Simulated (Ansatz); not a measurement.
Reaction (substitution at a C–Ge bond): `[CH3][Ge]([F])([F])[F]` + `[OH][Hf]([Cl])([Cl])[Cl]` → `C[O][Hf]([Cl])([Cl])[Cl]` + `[F][GeH]([F])[F]`

Calculated with Ansatz (gas phase, PBE0-D4/def2-TZVP geometries, no zero-point term in ΔE). CCSD(T)/CBS is the MP2 limit (def2-TZVPP, def2-QZVPP) plus CCSD(T) − MP2 in def2-TZVPP, frozen cores. DFT in def2-TZVPP. HSE06 is defined as in plane-wave codes. def2 core potentials past Kr. For Ge, Hf outer-core shells are correlated without core-valence functions, which leaves a few kJ/mol of doubt a bond. Scalar relativity is left out up to krypton. One conformer a species, not always the lowest.

`[CH3][Ge]([F])([F])[F]`:

Z-matrix (Å, degrees):
```
C
Ge 1 1.911
H 1 1.089 2 109.2
H 1 1.089 2 109.2 3 120.0
H 1 1.089 2 109.2 3 -120.0
F 2 1.714 1 113.3 3 179.6
F 2 1.714 1 113.3 3 -60.4
F 2 1.714 1 113.3 3 59.6
```

`[OH][Hf]([Cl])([Cl])[Cl]`:

Cartesian coordinates in Å:
```
O -0.157 1.345 -0.597
Hf 0.042 -0.365 0.162
Cl 0.944 -1.814 -1.434
Cl 1.475 -0.228 2.002
Cl -2.050 -1.150 0.848
H -0.255 2.211 -0.982
```

`C[O][Hf]([Cl])([Cl])[Cl]`:

```xyz
9

C     1.107    0.947   -0.933
O     0.213    0.184   -0.180
Hf   -0.984   -0.842    0.829
Cl   -2.746    0.539    1.516
Cl   -1.784   -2.582   -0.518
Cl    0.159   -1.699    2.684
H     0.744    1.975   -1.011
H     2.088    0.951   -0.452
H     1.203    0.525   -1.936
```

`[F][GeH]([F])[F]`:

```xyz
5

F    -0.536    1.184   -1.058
Ge    0.078    0.022    0.031
F     0.104   -1.463   -0.812
F    -1.089   -0.145    1.266
H     1.443    0.402    0.573
```

| level | ΔE (kJ/mol) |
| --- | --- |
| revPBE-D4 | 90.3 |
| CAM-B3LYP-D4 | 90.0 |
| ωB97X-V | 92.5 |
| PBE0 | 94.6 |
| HSE06 | 94.4 |
| HF/def2-SVP | 75.1 |
| HF/def2-TZVPP | 84.7 |
| CCSD(T)/def2-TZVPP | 93.4 |

Question: What does CCSD(T)/CBS give? (An estimate is asked.)

Answer: The calculation gave: +100.5 kJ/mol. The listed levels differ from it by -10.2, -10.5, -8.0, -5.9, -6.1, -25.4, -15.8, -7.1 kJ/mol.

Largest T1 diagnostic among the species: 0.014.

At CCSD(T), def2-SVP lies −25.7 kJ/mol from the extrapolated value and def2-TZVPP −7.1 kJ/mol. From PBE to PBE0 (25 % exact exchange), in def2-TZVPP and without D4, ΔE moves by +3.5 kJ/mol.
